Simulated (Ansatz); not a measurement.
Mulliken charges of AlBClH$_{4}$N (`B[NH][AlH][Cl]`) from PBE/def2-TZVPP in Ansatz (PBE0-D4/def2-TZVP geometry).

```
atom   x (Å)   y (Å)   z (Å)  charge (e)
  B1   0.061   1.168  -0.158       0.013
  N2   0.379   0.310   0.866      -0.173
 Al3  -0.275  -1.105  -0.056       0.392
 Cl4   1.077  -2.288  -1.148      -0.250
  H5  -0.530   0.573  -1.093      -0.039
  H6   0.248   2.335  -0.303       0.030
  H7   0.874   0.573   1.699       0.147
  H8  -1.741  -1.624   0.136      -0.120
```

By hand: the dipole of these point charges (1 e Å = 4.8032 D).

Σ q r = (-0.076, 0.427, 0.380) e Å, of length 0.577 e Å = 2.77 D.

How does the dipole of the full density compare? (An estimate is asked.)

Ansatz gave: (-0.009, 0.335, 0.352) e Å, 2.33 D; the point charges give 1.19 times that, at 8° from its direction.

Point charges leave out the atoms' own dipoles, such as those of lone pairs, and Mulliken's split depends on the basis, so the two needn't agree.
